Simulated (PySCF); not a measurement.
**Finite-field polarisability of Te (tellurium, neutral)**

[Kr] 4d10 5s2 5p4, high-spin 3P determinant. All numbers are calculated (PySCF 2.14, a scalar-relativistic core potential, in aug-cc-pwCVDZ-PP with ECP28MDF). Frozen: 4s2 4p6 4d10. Energy changes in a uniform field (μhartree):

```
axis  F (au)        HF       MP2      CCSD   CCSD(T)
   x  0.0024   -98.725   -98.483   -98.722   -99.003
   x  0.0048  -394.978  -394.020  -394.978  -396.103
   y  0.0022  -100.820  -103.010  -104.284  -104.883
   y  0.0044  -403.465  -412.253  -417.359  -419.764
```

By symmetry the remaining axis equals x.

Derive α along x at CCSD(T) from the two fields.

With ΔE = −αF²/2 − γF⁴/24, α = −(16 ΔE(F) − ΔE(2F))/(6F²) = 34.37 bohr³.

And the mean polarisability at each level?

The components xx, yy, zz at CCSD(T) are 34.37, 43.33, 34.37, the third axis being equal by symmetry to one of the two computed. Means: HF 36.74, MP2 36.98, CCSD 37.21, CCSD(T) 37.36 bohr³. Reference: 38 ± 4 bohr³ (recommended; Schwerdtfeger and Nagle, table of static dipole polarizabilities (2023 update)).

A double-zeta set is small for polarisabilities.
